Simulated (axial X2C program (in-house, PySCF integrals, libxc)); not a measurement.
# Worked dissociation energy of OsCl⁺: MP2, without spin–orbit coupling

All values were computed with an in-house all-electron X2C program for linear molecules (integrals from PySCF). Spin-free means the one-electron spin-free X2C Hamiltonian. Basis: Os dyall-cv3z [13s14p9d6f4g], Cl dyall-av3z [9s8p3d2f] (cores contracted in-house); Gaussian nuclei, density fitting, unrestricted open shells. Masses: Os 191.961 u, Cl 34.969 u.

Molecular state: M_S = 2, Λ = 2 (beyond evenly filled blocks: σα, π+α, π-α, δ+α, δ+β, δ-α).

Correlated methods: 14 electrons correlated (number of frozen shells: Os 5 s, 4 p, 2 d, 1 f; Cl 2 s, 1 p), 296 virtual spin orbitals or spinors in MP2.

| Item | Value |
| --- | --- |
| E(Os+) (2M_S = 5, M_L = 0) | -17250.114723 hartree |
| E(Cl) (2M_S = 1, M_L = 1) | -461.066971 hartree |
| E(OsCl⁺) at Re | -17711.293367 hartree |
| ωe | 462.9 cm⁻¹ |

Work out De and D0.

De = -17250.114723 + (-461.066971) − (-17711.293367) = 0.11167 hartree = 3.039 eV. The zero-point energy is ωe/2 = 231 cm⁻¹ = 0.029 eV, so D0 = 3.010 eV.

The state is one determinant whose occupation by symmetry is held fixed; it was picked as the lowest of a PBE0 search that is not exhaustive. Dissociation energies refer to the lowest single-determinant-based atoms at the same level and basis. PBE0 can misorder states that lie within some tenths of an eV, so this need not be the ground state of the molecule. The nearest other spin-free determinant of the search, M_S = 2, Λ = 0, lies 0.05 eV up at the distance of the search.

Each atomic determinant is the lowest at this level and need not be a pure term. Totals compare only within one Hamiltonian and basis.
